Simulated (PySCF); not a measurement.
Q: Write a Z-matrix for `C[Si@@H](O)[SiH2][SiH3]` as optimised with GFN2-xTB.

A: 
Z-matrix in Å and degrees, rows numbered from 1:
```
C 
Si  1  1.9058
O   2  1.6385  1  109.87
Si  2  2.3071  1  114.51  3   111.93
Si  4  2.3168  2  116.33  1   -99.33
H   1  1.0879  2  112.17  3    65.37
H   1  1.0852  2  111.13  3  -174.56
H   1  1.0874  2  111.19  3   -54.96
H   2  1.4761  1  105.38  3  -116.08
H   3  0.9538  2  122.11  1   -52.23
H   4  1.4754  2  109.21  1   136.25
H   4  1.4768  2  109.04  1    25.26
H   5  1.4678  4  112.13  2    61.68
H   5  1.4684  4  113.95  2  -178.53
H   5  1.4653  4  112.28  2   -58.20
```

Si5 (SiH3 silicon) is distorted tetrahedral (angles from 105.5° to 114.0°). Si4 (SiH2 silicon) is distorted tetrahedral (angles from 102.3° to 116.3°). Si2 (oxygen-bound silicon) is distorted tetrahedral (angles from 100.3° to 118.5°).

The geometry is computed with GFN2-xTB (gas phase).

Point group: C1 (no symmetry element, even within 0.4 Å). GFN2-xTB frequencies: not computed here. The numbers are those of one conformer (C1–Si2–O3–H -52°, C1–Si2–Si4–Si5 -99°).
